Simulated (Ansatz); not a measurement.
A search over several starts for the lowest SCF solution of TiFCl3 (TiCl3F) at the given spin, in a small basis.

```yaml
crystal:
  periodic: [false, false, false]
  atoms:
    - {symbol: Ti, position_ang: [0.000385, -0.000649, 0.080538]}
    - {symbol: F, position_ang: [0.008478, -0.014619, 1.813604]}
    - {symbol: Cl, position_ang: [2.054989, 0.010104, -0.640994]}
    - {symbol: Cl, position_ang: [-1.036210, 1.784770, -0.612191]}
    - {symbol: Cl, position_ang: [-1.027652, -1.779615, -0.640946]}
basis:
  gaussian: {orbitals: def2-SVP, initial_orbitals: start.molden}
hamiltonian: {xc: pbe0, dispersion: d4}
output: {orbitals: {seedname: orbitals}}
```

The file start.molden holds the orbitals of an earlier run on this structure, at another level or in another basis.

```sh
$ ansatz run in.yaml --threads 4 --pin off --events-out ev --progress --plain --max-ram 3916MiB
```

It prints (some lines left out):

```
Functional definition: PBE0
950 factors; integrals over basis functions are off by at most 1.3e-3 eV
mean field evaluation 1: about -63369.9665 eV, gradient 9.2e0 eV
mean field evaluation 2: about -63370.1293 eV, gradient 3.8e-1 eV
mean field evaluation 4: about -63370.2186 eV, gradient 4.4e-3 eV
mean field evaluation 8: about -63365.8959 eV, gradient 4.4e1 eV
mean field evaluation 16: about -63370.2182 eV, gradient 3.9e-1 eV
mean field -63370.21858201 eV, -2328.8125790118 hartree, gradient 3.6e-5 eV, S^2 0.000000; 1 other end points of the search recorded, 0 dependent functions left out
reference -63370.21866164 eV, -2328.8125819384 hartree; 41, 41 occupied and 58, 58 virtual orbitals, 950 factors
Total energy: -63370.38448071 eV, -2328.8186756767 hartree
```

Hardware: 4 threads of Arm Neoverse V2 on a shared host. Wall time 2.1 s.
